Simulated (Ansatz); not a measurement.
`[NH2][Al]([F])[Cl]` + PH₃ → `[NH2][Al]([F])[PH2]` + HCl at 600 K and 1 bar (ligand exchange at the Al–Cl bond).

Isolated molecules relaxed with PBE0-D4/def2-TZVP in Ansatz; ΔE leaves out vibrations. CCSD(T)/CBS is the MP2 limit (def2-TZVPP, def2-QZVPP) plus CCSD(T) − MP2 in def2-TZVPP, frozen cores. This one scheme is used for every species. Each species was taken in one conformer, which may not be the lowest.

| species | CCSD(T)/CBS energy (Eh) | H − E (kJ/mol) | S (J/(mol·K)) |
| --- | --- | --- | --- |
| `[NH2][Al]([F])[Cl]` | -857.68991 | 124.6 | 381.7 |
| PH₃ | -342.72256 | 86.3 | 240.2 |
| `[NH2][Al]([F])[PH2]` | -739.98837 | 176.9 | 424.4 |
| HCl | -460.38127 | 35.4 | 207.2 |

H − E and S are ideal-gas, rigid-rotor, harmonic terms from PBE0-D4/def2-TZVP, for one conformer and one mirror image of each species. 1 Eh = 2625.50 kJ/mol, R = 8.31446 J/(mol·K).

Task: By hand: ΔE, ΔH, ΔS and ΔG.

Result: ΔE = (-739.98837) + (-460.38127) − (-857.68991) − (-342.72256) = 0.04283 Eh = 112.5 kJ/mol. Δ(H − E) = 176.9 + 35.4 − 124.6 − 86.3 = 1.4, so ΔH = 113.9 kJ/mol. ΔS = 424.4 + 207.2 − 381.7 − 240.2 = 9.7 J/(mol·K). ΔG = 113.9 − 600 × (9.7)/1000 = 108.1 kJ/mol.

Task: By hand: the equilibrium constant, and the temperature at which ΔG would vanish if ΔH and ΔS stayed fixed.

Result: log₁₀ K = −ΔG/(RT ln 10) = -9.4. ΔG = 0 at ΔH/ΔS = 11742 K, far beyond where these terms or the molecules hold.

The number of gas molecules stays the same, so ΔS is small and ΔH decides. A doubt of 5 kJ/mol in ΔE shifts log₁₀ K by 0.4 here. Other conformers and mirror images would add mixing entropy, several J/(mol·K) or more a flexible species. These are equilibria of isolated gas molecules and say nothing of rates. Largest T1 diagnostic: 0.013 (customary marks: 0.02 for closed shells, 0.045 for open ones).
